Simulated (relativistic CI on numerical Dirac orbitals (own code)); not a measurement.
**Spin-allowed bands of a d7 ion in an octahedral site, by hand**

Problem. Take Δ = 8550 cm⁻¹ and B = 950 cm⁻¹ for a high-spin d7 ion in an octahedral site. Calculate the three spin-allowed bands.

Working.
1. The terms of highest spin are 4F (energy 0) and 4P (15B = 14250 cm⁻¹). Here the F term splits into A2 at +1.2Δ = 10260, T2 at +0.2Δ = 1710 and T1 at −0.6Δ = -5130 cm⁻¹.
2. The two T1 states mix through the element 0.4Δ: H = [[-5130, 3420], [3420, 14250]], with roots ½(H₁₁ + H₂₂) ∓ ½√[(H₂₂ − H₁₁)² + 4H₁₂²] = ½(9120) ∓ ½(20552) = -5716 and 14836 cm⁻¹.
3. The ground term is 4T1 at -5716 cm⁻¹.
4. Bands: 4T2 7426 cm⁻¹ (1347 nm), 4A2 15976 cm⁻¹ (626 nm), 4T1(P) 20552 cm⁻¹ (487 nm).

Check. Exact diagonalisation of the whole d7 shell with these parameters gives 4T2 7426, 4A2 15976, 4T1 20552 cm⁻¹. The match is exact, since without spin-orbit coupling no other term has this spin. The ratio of the second band to the first, 2.151, depends on Δ/B = 9.0 alone, which is how a Tanabe-Sugano diagram is read.
